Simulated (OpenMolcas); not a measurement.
Ti2+: CASPT2 settings compared

```json
{"Program": "OpenMolcas", "Basis": "ANO-L-VQZP [7s6p4d3f2g]", "Scalar Hamiltonian": "non-relativistic, point nucleus", "Active space": "2 electrons in 10 orbitals (3d 4d)", "State averaging": "2S+1 = 3 even, 10 roots; 2S+1 = 1 even, 15 roots kept (CI in the orbitals of an earlier block)", "Spin-orbit coupling": "state interaction with AMFI integrals over the reference wave functions, term energies averaged over their components"}
```

Methods on the same reference wave functions:
A. CASSCF
B. SS-CASPT2, IPEA 0.15 Eh, imaginary shift 0.25 Eh (closed shells correlated: none)
C. SS-CASPT2, IPEA 0.3 Eh, real shift 0.3 Eh (closed shells correlated: 2s 2p 3s 3p)
D. SS-CASPT2, IPEA 0.5 Eh, sigma2 regulariser 0.4 Eh (closed shells correlated: 3s 3p)

Energies in cm-1 above 3d2 3F2, the measured ground level; measured values from Corliss and Sugar, J. Phys. Chem. Ref. Data 8, 1 (1979).

```
  Level      A      B      C      D  Measured
3d2 3F2    0.0    0.0    0.0    0.0       0.0
3d2 3F3    198    198    199    199       185
3d2 3F4    455    456    456    456       420
3d2 1D2  10925   9420   8160   8320      8474
3d2 3P0  13113  12040  11080  11250     10538
3d2 3P1  13178  12110  11140  11310     10604
3d2 3P2  13318  12250  11280  11450     10721
3d2 1G4  16910  16200  14880  14850     14398
3d2 1S0  40301  33880  33290  33540     32476
```

Deviations, from unrounded energies. A percentage is the sum of absolute deviations over the sum of measured energies, with the sign that they share, or ± where signs differ.

| Against measurement | Levels | A | B | C | D |
| --- | --- | --- | --- | --- | --- |
| mean absolute deviation (cm-1) | 8 | 2600 | 1100 | 410 | 480 |
| fine structure of the ground term (%) | 2 | +7.9 | +8.0 | +8.2 | +8.2 |
| other terms of the ground configuration (%) | 6 | +23.5 | +10.0 | ±3.7 | ±4.4 |

C lies closest to measurement on these levels and A furthest from it. The largest miss of C in the table is 3d2 1S0, by +810 cm-1. The ranking rests on the paired levels alone, and a cruder setting can come out closer through cancelling errors.

Among B to D the level of the table that moves most is 3d2 1G4, by 1300 cm-1 (lowest in D, highest in B). Moves below CASPT2's spread within the term are not significant.

The mean deviations of B to D differ by less than CASPT2's widest spread within a term (750 cm-1), so their order carries little weight.

From A to B the spin-free energies of the other terms of 3d2 shown, above 3F, scale by factors of 0.84 to 0.96, as is usual when dynamic correlation screens the repulsion within a d or f shell.

The lowest spin-free term lies below A's lowest term by 0.003 hartree in B, 0.311 hartree in C, 0.276 hartree in D.

CASPT2 breaks the degeneracy within a term, and the mean is taken; among the terms shown or strongly mixed into the levels shown the widest spread is 750 cm-1 (3d2 3F, C). Terms from blocks run as CI alone lack orbitals of their own. Active for correlation alone: 4d; no level in the range computed is led by a configuration that fills it, so any true level of that kind is missing. Without dynamic correlation excited terms often stand tens of per cent too high (terms of higher spin than the ground term too low), and those without a measured partner can miss by more than the paired ones (holds for A). Computed and measured levels are paired by configuration, term and J; levels that our copy of the source lacks, or whose pairing is in doubt (as where it misses far off the trend of its configuration), stay unpaired and out of the deviations. Levels of configurations outside the active space are missing.
